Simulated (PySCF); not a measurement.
## Dipole response of Ga (gallium, neutral)

[Ar] 3d10 4s2 4p1, 2P determinant. Computed with PySCF 2.14 in aug-cc-pVQZ-DK (8s7p5d3f2g, 93 functions), with scalar relativity by spin-free X2C-1e. Coupled (time-dependent) response in atomic units; α is the mean over directions.

| method | mean α (bohr³) | α xx, yy, zz | C₆ (like pair) | S(−4) |
| --- | --- | --- | --- | --- |
| UHF | 57.44 | 45.50, 81.32, 45.50 | 501.8 | 2013 |
| PBE | 63.74 | 46.67, 97.88, 46.67 | 533.3 | 3437 |
| PBE0 | 59.16 | 44.83, 87.83, 44.83 | 498.2 | 2590 |
| BHandHLYP | 56.80 | 43.90, 82.60, 43.90 | 475.3 | 2292 |

S(−4) is the Cauchy moment in α(ω) = α(0) + S(−4) ω² + …

Reference α: 50 ± 3 bohr³ (recommended; Schwerdtfeger and Nagle, table of static dipole polarizabilities (2023 update)). Published C₆: 498.0 (Chu and Dalgarno (2004); Tang, Norbeck and Certain (1976)).

Spin-orbit coupling is absent.

α(iu) at UHF:

| u (hartree) | α(iu) (bohr³) |
| --- | --- |
| 0 | 57.44 |
| 0.0500 | 53.01 |
| 0.100 | 44.10 |
| 0.200 | 28.62 |
| 0.300 | 19.11 |
| 0.500 | 9.912 |
| 0.750 | 5.476 |
| 1.00 | 3.548 |
| 1.50 | 1.925 |
| 2.00 | 1.248 |
| 3.00 | 0.6684 |
| 5.00 | 0.2875 |

A single London oscillator, α(iu) = α/(1 + u²/ω²), gives C₆ = (3/4) ω α². Matching the computed C₆ needs ω = 4 × 501.8 / (3 × 57.44²) = 0.203 hartree.

The components differ because the open shell of this determinant is not spherical; for a pure term their mean is the scalar polarisability.
